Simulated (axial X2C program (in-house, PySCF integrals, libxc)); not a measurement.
# MoC: properties at the nuclei

Calculated with an axial X2C code built on PySCF integrals: two-component X2C with atomic mean-field Coulomb and Gaunt terms, Gaussian nuclei, basis Mo dyall-cv3z, C dyall-v3z with contracted cores.

R = 1.652 Å (near the PBE0 minimum at charge 0 of the determinant lowest at the starting distance; the state shown can have its own minimum elsewhere).

Determinant lowest in the PBE0 search, Ω = 1 (⟨Sz⟩ = 1.00, ⟨Lz⟩ = 0.00 at PBE0), spin on the atoms Mo 1.34, C -0.34:

| level | Eeff magnitude (GV/cm) | Ws magnitude Mo (kHz) | A∥/gI Mo (MHz) | qzz Mo (a.u.) | A∥/gI C (MHz) | qzz C (a.u.) | μ (D) |
| --- | --- | --- | --- | --- | --- | --- | --- |
| PBE0 | 0.805 | 0.406 | -776 | -0.48 | -52.7 | -0.10 | -5.53 |
| HF | 0.734 | 0.461 | -526 | -0.47 | -170 | -0.02 | -5.29 |
| BP86 | 0.779 | 0.364 | -644 | -0.87 | -50.9 | -0.11 | -5.11 |
| PBE | 0.756 | 0.357 | -658 | -0.86 | -50.5 | -0.11 | -5.19 |
| LDA | 0.541 | 0.256 | -529 | -1.09 | -47.4 | -0.14 | -5.20 |

Determinant 0.63 eV from it at PBE0 and this distance, Ω = 1 (⟨Sz⟩ = -1.00, ⟨Lz⟩ = 2.00 at PBE0), spin on the atoms Mo -1.08, C 0.08:

```csv
level,Eeff magnitude (GV/cm),Ws magnitude Mo (kHz),A∥/gI Mo (MHz),qzz Mo (a.u.),A∥/gI C (MHz),qzz C (a.u.),μ (D)
PBE0,2.89,1.43,-1600,-3.77,-28.8,-0.36,-3.11
HF,5.09,2.67,-659,-3.62,28.6,-0.28,-2.08
BP86,2.84,1.4,-1690,-4.20,-33.5,-0.36,-3.02
PBE,2.76,1.36,-1640,-4.16,-33.2,-0.35,-3.02
LDA,2.75,1.34,-1770,-4.31,-37,-0.34,-3.04
```

Eeff is the effective electric field on the electron electric dipole moment in this Ω state and Ws the scalar–pseudoscalar constant of the nucleus named (defined with the proton number Z and per Ω); A∥ (defined per Ω) follows by multiplying with gI = μI/(I μN); qzz is the electric field gradient, eQq0 = 234.96 MHz × Q/barn × qzz; μ is positive if the C end (last atom) is positive. The operators were transformed with the bare-nucleus X2C matrices; with these basis sets, hyperfine constants and field gradients can be off by tens of per cent, and where levels differ in sign neither size nor sign is settled.

(1) With gI(95Mo) = -0.3657 (g factors from the IAEA table of nuclear moments by Stone), turn the PBE0 values of the first state into constants in MHz.

Each state is one determinant with collinear spin, which with several unpaired electrons need not be a pure state. Unrestricted Hartree–Fock can overshoot spin polarisation at the nuclei. With several open shells hyperfine constants can be off by a factor of several. In the state Ω = 1 the atomic spins oppose each other (1.34, -0.34): a broken-symmetry determinant whose values are not spin-projected. Open-shell Ω = 0 determinants with evenly filled partner blocks cannot be reached by this program, so the Ω shown need not be the lowest component. The search compared states at one distance, so a state with another bond length can lie lower. Further determinants of the search, some of them spin-mixed, are not shown. Where a field gradient or hyperfine factor spreads by more than a factor of two over the levels, a constant derived from it is not to be relied on. PBE0 term energies can be off by some tenths of an eV.

Answers

(1) A∥(95Mo) = -776 × -0.3657 = 284 MHz.
